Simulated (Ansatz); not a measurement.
Start from `[SiH3][Zn][Cl]` and change one atom or group to get `[SH][Zn][Cl]`.

Ansatz, PBE0-D4/def2-TZVP geometries, multiplicity 1. Each molecule was computed in one conformer, which needn't be the lowest.

Scalar relativity is left out up to krypton.

```
                                          property  `[SiH3][Zn][Cl]`
                 LUMO energy (PBE/def2-TZVPP) / eV             -1.82
              HOMO–LUMO gap (PBE0/def2-TZVPP) / eV              7.19
size of the dipole moment (ωB97M-V/def2-TZVPP) / D              2.04
               LUMO energy (B3LYP/def2-TZVPP) / eV             -1.31
    size of the dipole moment (PBE/def2-TZVPP) / D              2.04
           HOMO–LUMO gap (ωB97M-V/def2-TZVPP) / eV             10.77
```

Q: What does the change do to each property? (Best estimate.)

A: The calculation gave: 
| property | `[SH][Zn][Cl]` | shift |
| --- | --- | --- |
| LUMO energy (PBE/def2-TZVPP) / eV | -2.17 | -0.35 |
| HOMO–LUMO gap (PBE0/def2-TZVPP) / eV | 6.45 | -0.74 |
| size of the dipole moment (ωB97M-V/def2-TZVPP) / D | 1.18 | -0.86 |
| LUMO energy (B3LYP/def2-TZVPP) / eV | -1.60 | -0.29 |
| size of the dipole moment (PBE/def2-TZVPP) / D | 1.21 | -0.83 |
| HOMO–LUMO gap (ωB97M-V/def2-TZVPP) / eV | 10.35 | -0.42 |

With PBE0 the HOMO rises by 0.54 eV and the LUMO falls by 0.20 eV, so the gap narrows by about 0.74 eV. PBE moves the HOMO by 0.73 eV and ωB97M-V by 0.38 eV. The zero-point energy changes by -40.9 kJ/mol with -6 modes. Dipoles are sizes alone; their direction can turn.

B3LYP here is the variant with VWN-RPA as its local correlation; programs differ in this.
